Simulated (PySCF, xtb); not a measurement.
C4H8O, SMILES C1CCOC1. The values are those of a single conformer.

Harmonic wavenumbers (cm⁻¹) from GFN2-xTB run with xtb at its own minimum, in rising order: 12, 225, 585, 660, 859, 876, 935, 947, 987, 989, 1085, 1095, 1136, 1151, 1162, 1206, 1219, 1282, 1305, 1313, 1314, 1474, 1481, 1495, 1501, 2871, 2874, 2949, 2952, 2988, 3001, 3026, 3029.

What does PBE0-D3(BJ)/def2-SVP run with PySCF give at its own minimum? (An estimate is asked for; the answer gives what the named calculation found.)

78, 268, 579, 684, 857, 894, 921, 953, 959, 972, 1049, 1161, 1169, 1199, 1204, 1256, 1261, 1304, 1341, 1366, 1401, 1457, 1471, 1503, 1517, 3009, 3016, 3074, 3075, 3097, 3097, 3145, 3151. Paired by order, the mean absolute difference is 54 cm⁻¹ and the zero-point energies are 71.5 and 73.6 kcal/mol.
